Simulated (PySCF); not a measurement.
## How the method changes the constants of AlGe⁺

State: ³Π (triplet), unpaired electrons σ ↑, π ↑. Set-up: PySCF, no relativity, basis sets Al def2-SVP, Ge def2-SVP. De refers to Al⁺ + Ge in their high-spin ground configurations, without counterpoise correction. The functionals are run spin-unrestricted. A positive dipole points towards Ge; it is taken about the centre of mass and depends on that origin.

```json
{"Level": "ROHF", "Re (Å)": "3.156", "ωe (cm⁻¹)": "108", "De (eV)": "0.51", "μ (D)": "-6.17", "CPU s a point (SCF and correlation, without the integrals)": "0.13"}
{"Level": "ROHF-MP2", "Re (Å)": "2.894", "ωe (cm⁻¹)": "147", "De (eV)": "0.72", "μ (D)": "n/a", "CPU s a point (SCF and correlation, without the integrals)": "0.22"}
{"Level": "ROHF-SCS-MP2", "Re (Å)": "2.921", "ωe (cm⁻¹)": "142", "De (eV)": "0.68", "μ (D)": "n/a", "CPU s a point (SCF and correlation, without the integrals)": "n/a"}
{"Level": "ROHF-CCSD", "Re (Å)": "2.918", "ωe (cm⁻¹)": "152", "De (eV)": "0.71", "μ (D)": "n/a", "CPU s a point (SCF and correlation, without the integrals)": "n/a"}
{"Level": "ROHF-CCSD(T)", "Re (Å)": "2.888", "ωe (cm⁻¹)": "160", "De (eV)": "0.76", "μ (D)": "n/a", "CPU s a point (SCF and correlation, without the integrals)": "2.5"}
{"Level": "PBE", "Re (Å)": "2.823", "ωe (cm⁻¹)": "180", "De (eV)": "1.27", "μ (D)": "-4.19", "CPU s a point (SCF and correlation, without the integrals)": "0.76"}
{"Level": "PBEsol", "Re (Å)": "2.787", "ωe (cm⁻¹)": "190", "De (eV)": "1.34", "μ (D)": "-4.15", "CPU s a point (SCF and correlation, without the integrals)": "0.46"}
{"Level": "BP86", "Re (Å)": "2.837", "ωe (cm⁻¹)": "174", "De (eV)": "1.21", "μ (D)": "-4.28", "CPU s a point (SCF and correlation, without the integrals)": "0.48"}
{"Level": "r²SCAN", "Re (Å)": "2.789", "ωe (cm⁻¹)": "184", "De (eV)": "1.18", "μ (D)": "-4.38", "CPU s a point (SCF and correlation, without the integrals)": "1"}
{"Level": "TPSSh", "Re (Å)": "2.810", "ωe (cm⁻¹)": "179", "De (eV)": "1.18", "μ (D)": "-4.34", "CPU s a point (SCF and correlation, without the integrals)": "1"}
{"Level": "PBE0", "Re (Å)": "2.820", "ωe (cm⁻¹)": "179", "De (eV)": "1.14", "μ (D)": "-4.43", "CPU s a point (SCF and correlation, without the integrals)": "1"}
{"Level": "LC-ωPBE", "Re (Å)": "2.812", "ωe (cm⁻¹)": "181", "De (eV)": "0.97", "μ (D)": "-4.70", "CPU s a point (SCF and correlation, without the integrals)": "0.84"}
```

The bond length runs from 2.787 Å (PBEsol) to 3.156 Å (ROHF). De spans 0.51 eV (ROHF, mean field) to 1.34 eV (PBEsol, GGA). Correlation at CCSD(T) changes the Hartree–Fock bond energy by +0.25 eV; the triples alone change it by +0.05 eV.

Correlated steps freeze 14 core orbitals. Correlated levels converge slowly with the basis: in double zeta they bind strong bonds too weakly, by up to about 1 eV, and carry superposition errors of some tenths. Spin–orbit coupling is left out. For an ion De counts to the pair picked by the measured ionisation energies or electron affinities, which need not be the lowest pair at this level. The state was picked by a PBE0 search and need not be the measured ground state.

The whole job (state search and all levels along the bond) took about 2.3 min on 1 thread of Intel Xeon Platinum 8488C (shared host), peak memory 0.61 GiB.
